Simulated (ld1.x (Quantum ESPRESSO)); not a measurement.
An all-electron radial function and its pseudo partner (cobalt (Co))

Columns: radius, all-electron u(r) and pseudo u(r) of the 3p shell (level -69.79 eV) of cobalt in the configuration [Ne] 3s2 3p6 3d7 4s1.5 4p0; Wu–Cohen, scalar-relativistic, PAW scheme, ld1.x (Quantum ESPRESSO) 7.5.

```
r (bohr)  all-electron   pseudo
   0.107        0.5912  -0.0556
   0.214        0.3976  -0.2100
   0.321       -0.2209  -0.4289
   0.428       -0.7549  -0.6655
   0.535       -1.0687  -0.8720
   0.642       -1.1863  -1.0115
   0.749       -1.1717  -1.0659
   0.856       -1.0829  -1.0386
   0.963       -0.9603  -0.9498
   1.070       -0.8287  -0.8285
   1.177       -0.7017  -0.7019
   1.284       -0.5862  -0.5862
   1.391       -0.4847  -0.4847
   1.498       -0.3978  -0.3978
   1.605       -0.3246  -0.3246
   1.712       -0.2636  -0.2636
   1.819       -0.2133  -0.2133
   1.926       -0.1721  -0.1721
   2.033       -0.1385  -0.1385
   2.140       -0.1113  -0.1113
   2.247       -0.0892  -0.0892
   2.354       -0.0715  -0.0715
   2.461       -0.0572  -0.0572
   2.568       -0.0456  -0.0456
   2.675       -0.0364  -0.0364
   2.782       -0.0291  -0.0291
```

(1) How many radial nodes do the two functions have?

(2) At about which radius was the pseudo-wave matched?

(3) Is the pseudo-wave norm-conserving?

Results:

(1) The all-electron 3p function has n − l − 1 = 1; the pseudo-wave has 0, since the states of the same l below it are removed with the core.

(2) 1.25 bohr. The columns agree to 0.0005 from 1.07 bohr on; several derivatives are matched, so the curves merge somewhat inside the radius.

(3) No, it belongs to a PAW set: the norm inside the radius is not constrained, and the difference is carried by the augmentation charge.
